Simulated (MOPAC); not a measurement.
MOPAC input (AM1):

```
AM1 PRECISE GNORM=0.05 LET XYZ CHARGE=1 GEO-OK AUX(PRECISION=9) THREADS=1
H4As

As    0.00000000 1   -0.00000000 1   -0.00000000 1
H    -0.86089794 1   -1.11813083 1   -0.48230707 1
H    -0.54108335 1    1.29598678 1   -0.50162634 1
H     1.38969123 1   -0.18816144 1   -0.50728243 1
H     0.01229005 1    0.01030549 1    1.49121583 1
```

Q: What heat of formation does the run end on?

A: 203.89 kcal/mol.
